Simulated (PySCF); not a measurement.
A species of formula C8H8 has this rotational fingerprint, computed with PySCF 2.14.0, PBE0-D3(BJ)/def2-SVP geometry optimisation, gas phase:

| Quantity | Value |
| --- | --- |
| Rotational constants | A = 2702, B = 2698, C = 1525 MHz |
| Dipole components | \|μa\| = 0.00 D, \|μb\| = 0.00 D, \|μc\| = 0.00 D |
| Inertial defect | -42.94 u·Å² |
| κ | 0.99 |

Question: Which structure is it? (One computed conformer of each.)
A. `[CH:1]#[C:2][CH:3]=[C:4]=[CH:5][CH2:6][CH:7]=[CH2:8]` with C4–C5–C6–C7 116°, C5–C6–C7–C8 116°
B. `[CH:1]#[C:2][C:3]#[C:4][CH2:5][CH2:6][CH:7]=[CH2:8]` with C4–C5–C6–C7 179°, C5–C6–C7–C8 119°
C. `[CH:1]1=[CH:2][C@H:3]2[C@H:4]3[CH:5]=[CH:6][C@@H:7]1[C@@H:8]23` with C1–C2–C3–C4 -55°, C2–C3–C4–C5 0°, C3–C4–C5–C6 55°, C5–C6–C7–C8 16°
D. `c1ccc2c(c1)CC2` (benzocyclobutene)
E. `[CH:1]1=[CH:2]\[CH:3]=[CH:4]/[CH:5]=[CH:6]\[CH:7]=[CH:8]/1` with C1–C2–C3–C4 55°, C3–C4–C5–C6 -55°, C5–C6–C7–C8 55°, C2–C1–C8–C7 -55°
F. 1-cyclopropylpenta-1,3-diyne, `CC#CC#CC1CC1`

Answer: E. It is C1=C\C=C/C=C\C=C/1, an oblate symmetric top, point group D2d. The candidates at the same level (rigid rotor, commonest isotopes):

```tsv
SMILES	A (MHz)	B (MHz)	C (MHz)	μa (D)	μb (D)	μc (D)	Δ (u·Å²)	point group	rotor
CC#CC#CC1CC1	12570	615.7	613.8	0.19	0.03	0.27	-37.61	near Cs	–
C1=C\C=C/C=C\C=C/1	2702	2698	1525	0.00	0.00	0.00	-42.94	D2d	oblate symmetric top
C1=CC2C3C=CC1C23	3489	3011	2279	0.00	0.18	0.01	-90.88	Cs	asymmetric top
c1ccc2c(c1)CC2	4457	2091	1449	0.48	0.00	0.00	-6.43	C2v	asymmetric top
C#CC=C=CCC=C	10815	660.4	645.4	0.88	0.04	0.01	-28.98	C1	near-prolate asymmetric top
C#CC#CCCC=C	12907	599.5	587.3	1.08	0.19	0.08	-21.65	C1	near-prolate asymmetric top
```

`C1=CC2C3C=CC1C23` has C 49 % too high; `C#CC#CCCC=C` has A 378 % too high; `C#CC=C=CCC=C` has A 300 % too high; `c1ccc2c(c1)CC2` has A 65 % too high; `CC#CC#CC1CC1` has A 365 % too high. No structure here is proved a minimum.
